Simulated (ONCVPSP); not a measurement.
**iodine ONCV: all-electron and pseudo phase curves**

iodine (I), optimised norm-conserving Vanderbilt (ONCV), made with ONCVPSP 4.0.1 (LDA (Perdew-Wang 92), scalar-relativistic). Core [Kr], reference 4d10 5s1.75 5p5.25. Waves: 5s: rc 1.45 bohr, ncon 3, nbas 7, qcut 3.8 1/bohr, 2 projectors, debl 3.4 Ha; 5p: rc 1.90 bohr, ncon 4, nbas 8, qcut 4.3 1/bohr, 2 projectors, debl 1.5 Ha; 4d: rc 1.05 bohr, ncon 4, nbas 8, qcut 13.7 1/bohr, 2 projectors, debl 1.8 Ha. Local part: polynomial inside 0.75 bohr (lpopt 2, dvloc0 0 Ha). Core correction: Teter function, fcfact 2.5, rcfact 1.15.

In the d channel the program set the typed energies aside and used -1.862, 0.250 Ha.

The phase is arctan(r·R′/R) of the radial function R(r), unwrapped; energies in Ha, scanned from -3 to 5 Ha. A pole is an energy at which the radial function vanishes at the test radius. The pseudo phase is shifted by a multiple of π to meet the all-electron one at the reference energy, and phase errors are pseudo minus all-electron; the curves can meet again beyond the range given. Levels narrower than the energy grid can be missing from the lists of poles.

Task: For each channel, where are the poles, and over which energies does the pseudopotential scatter like the atom?

Result:

```json
{"channel": "s", "radius (bohr)": "1.47", "reference energy (Ha)": "-0.66", "poles, all-electron": "none", "poles, pseudo": "none", "unbroken range about the reference energy with phases within 0.05 rad": "the whole range", "phase error 1 Ha above the reference energy (rad)": "-0.001"}
{"channel": "p", "radius (bohr)": "1.93", "reference energy (Ha)": "-0.27", "poles, all-electron": "2.22", "poles, pseudo": "-1.43, 2.22", "unbroken range about the reference energy with phases within 0.05 rad": "-1.3 to 4.4", "phase error 1 Ha above the reference energy (rad)": "-0.000"}
{"channel": "d", "radius (bohr)": "1.07", "reference energy (Ha)": "-1.86", "poles, all-electron": "1.36", "poles, pseudo": "1.36", "unbroken range about the reference energy with phases within 0.05 rad": "the whole range", "phase error 1 Ha above the reference energy (rad)": "+0.000"}
```

Note: ghosts flagged at negative energy: s at -138.0 eV, p at -38.7 eV; GHOST(+) flagged for s at 186.7 eV. A true bound ghost makes a file unfit for plane-wave use.

Phases in the p channel:

| E (Ha) | all-electron | pseudo |
| --- | --- | --- |
| -2.98 | 1.253 | 4.384 |
| -2.54 | 1.202 | 4.333 |
| -2.10 | 1.126 | 4.256 |
| -1.66 | 0.999 | 4.120 |
| -1.22 | 0.755 | 0.769 |
| -0.78 | 0.219 | 0.220 |
| -0.34 | -0.579 | -0.579 |
| 0.10 | -1.059 | -1.059 |
| 0.54 | -1.281 | -1.281 |
| 0.98 | -1.401 | -1.401 |
| 1.42 | -1.477 | -1.477 |
| 1.86 | -1.533 | -1.533 |
| 2.30 | -1.578 | -1.579 |
| 2.74 | -1.619 | -1.621 |
| 3.18 | -1.661 | -1.664 |
| 3.62 | -1.708 | -1.717 |
| 4.06 | -1.768 | -1.791 |
| 4.50 | -1.857 | -1.927 |
| 4.94 | -2.018 | -2.301 |
